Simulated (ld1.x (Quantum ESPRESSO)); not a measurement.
## oxygen PAW: all-electron and pseudo phase curves

* Element: oxygen (O)
* Generator: ld1.x (Quantum ESPRESSO) 7.5
* Type: PAW
* Functional: PBE
* Relativity: scalar-relativistic
* Frozen core: [He]
* Valence charge: 6
* Reference configuration: 2s2 2p4
* Partial waves: 2s (bound): rcut 0.60, rcutus 0.75 bohr; 2s channel at 1.9 Ry: rcut 0.60, rcutus 0.75 bohr; 2p (bound): rcut 1.80, rcutus 1.95 bohr; 2p channel at 2.05 Ry: rcut 1.80, rcutus 1.95 bohr
* Local potential: all-electron potential smoothed inside 0.90 bohr (lloc = -2)
* Core correction: Bessel-smoothed model core inside 0.60 bohr
* Augmentation charge: BG, radius 0.45 bohr

The phase is arctan(r·u′/u) with u = r·R(r), unwrapped; energies in Ry, scanned from -4 to 5 Ry. A pole is an energy at which the radial function vanishes at the test radius. The pseudo phase is shifted by a multiple of π to meet the all-electron one at the reference energy, and phase errors are pseudo minus all-electron; the curves can meet again beyond the range given. Levels narrower than the energy grid can be missing from the lists of poles.

Q: For each channel, where are the poles, and over which energies does the pseudopotential scatter like the atom?

A:

```csv
channel,radius (bohr),reference energy (Ry),"poles, all-electron","poles, pseudo",unbroken range about the reference energy with phases within 0.05 rad,phase error 1 Ry above the reference energy (rad)
s,2.15,-1.76,-1.43,-1.43,the whole range,+0.000
p,2.15,-0.66,-0.25,-0.25,the whole range,-0.001
```

Phases in the p channel:

```csv
E (Ry),all-electron,pseudo
-4.00,1.330,1.329
-3.52,1.311,1.310
-3.04,1.287,1.286
-2.56,1.254,1.253
-2.08,1.201,1.200
-1.60,1.099,1.097
-1.12,0.757,0.755
-0.64,-1.073,-1.073
-0.16,-1.617,-1.618
0.32,-1.770,-1.771
0.80,-1.879,-1.880
1.28,-2.004,-2.005
1.76,-2.202,-2.202
2.24,-2.599,-2.599
2.72,-3.352,-3.360
3.20,-3.997,-4.010
3.68,-4.301,-4.316
4.16,-4.454,-4.471
4.64,-4.545,-4.563
```
